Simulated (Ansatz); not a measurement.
Compare A (`CC(S)[SiH2]F`) with its isomer B (`C[SiH](F)CS`).

Isolated molecules relaxed with PBE0-D4/def2-TZVP in Ansatz; ΔE leaves out vibrations. CCSD(T)/CBS adds triple-zeta CCSD(T) − MP2 to the extrapolated MP2 energy (def2 sets, frozen cores). DFT in def2-TZVPP. B3LYP here is the variant with VWN-RPA as its local correlation; programs differ in this. Each species was taken in one conformer, which may not be the lowest.

A:

```xyz
12

C    -1.4094    0.4684   -0.0446
C    -0.2940   -0.5569    0.0338
S     0.1046   -1.0919    1.7312
Si    1.3707   -0.0417   -0.6392
F     1.2256    0.5382   -2.1307
H    -2.3183    0.0999    0.4366
H    -1.1234    1.3998    0.4512
H    -1.6374    0.7044   -1.0877
H    -0.5957   -1.4887   -0.4561
H     0.4764    0.1145    2.1932
H     1.9105    1.0532    0.2057
H     2.2905   -1.1993   -0.6936
```

B:

Z-matrix (Å, degrees):
```
C
Si 1 1.850
H 1 1.092 2 110.7
H 1 1.092 2 110.8 3 -120.7
H 1 1.094 2 110.3 3 119.8
F 2 1.608 1 109.1 3 65.2
C 2 1.869 1 112.5 3 -53.0
H 2 1.488 1 111.8 3 -177.3
S 7 1.815 2 111.8 1 62.3
H 7 1.092 2 112.3 1 -172.6
H 7 1.094 2 109.1 1 -54.0
H 9 1.343 7 97.1 2 49.8
```

(1) Which isomer does CCSD(T)/CBS put lower? Give the gap. (Best estimate.)

(2) Give E(B) − E(A) in kJ/mol with MP2/def2-TZVPP, B3LYP, r2SCAN-D4, PBE-D4, HF/def2-TZVPP, PBE0-D4, B2PLYP. (Best estimate.)

Largest T1 diagnostic: 0.011.

Answers

(1) The calculation gave: B, by 47.5 kJ/mol.

(2) Computed: MP2/def2-TZVPP -45.2, B3LYP -50.6, r2SCAN-D4 -51.9, PBE-D4 -47.1, HF/def2-TZVPP -51.1, PBE0-D4 -49.1, B2PLYP -48.8. None reverses the order clearly.

In def2-TZVPP, CCSD(T) changes the Hartree–Fock value by +4.7 kJ/mol (the triples alone add +1.5 kJ/mol) and MP2 by +5.9 kJ/mol.
